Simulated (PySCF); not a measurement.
Isomers of C5H11BO3, from PBE0-D3(BJ)/def2-SVP geometry optimisation, gas phase (PySCF 2.14.0). One conformer each, no zero-point energy, no frequencies.

Question: Which isomer lies lowest at this level?
A. `[CH3:1][O:2][C@H:3]1[CH2:4][C@H:5]([B:6]([OH:7])[OH:8])[CH2:9]1` with C1–O2–C3–C4 -179°, C4–C5–B6–O7 -115°, C5–B6–O7–H 180°, C5–B6–O8–H -1°, O2–C3–C4–C5 143°, C3–C4–C5–B6 97°, C4–C5–C9–C3 20°, O2–C3–C9–C5 -139°: A = 3553, B = 851.7, C = 776.6 MHz, dipole 0.88 D
B. `[CH3:1][CH2:2][C@H:3]1[CH2:4][CH2:5][O:6][B:7]([OH:8])[O:9]1` with C1–C2–C3–C4 180°, O6–B7–O8–H 0°, C2–C3–C4–C5 175°, C3–C4–C5–O6 -53°, C4–C5–O6–B7 28°, C5–O6–B7–O8 180°: A = 2553, B = 1237, C = 877.5 MHz, dipole 2.77 D
C. `[CH3:1][CH:2]([CH3:3])[O:4][B:5]1[O:6][CH2:7][CH2:8][O:9]1` with C1–C2–O4–B5 154°, C2–O4–B5–O6 -2°: A = 3901, B = 918.4, C = 835.6 MHz, dipole 2.13 D

Answer: B. That is `CC[C@H]1CCOB(O)O1`, 15.1 kcal/mol below the next.

```csv
SMILES,mapped SMILES,E (Eh),relative (kcal/mol),relative (kJ/mol),dipole (D)
CC[C@H]1CCOB(O)O1,[CH3:1][CH2:2][C@H:3]1[CH2:4][CH2:5][O:6][B:7]([OH:8])[O:9]1,-447.01668,0.0,0.0,2.77
CC(C)OB1OCCO1,[CH3:1][CH:2]([CH3:3])[O:4][B:5]1[O:6][CH2:7][CH2:8][O:9]1,-446.99264,15.1,63.1,2.13
CO[C@H]1C[C@H](B(O)O)C1,[CH3:1][O:2][C@H:3]1[CH2:4][C@H:5]([B:6]([OH:7])[OH:8])[CH2:9]1,-446.93230,52.9,221.5,0.88
```

As drawn, the highest has a four-membered ring, which the lowest lacks.
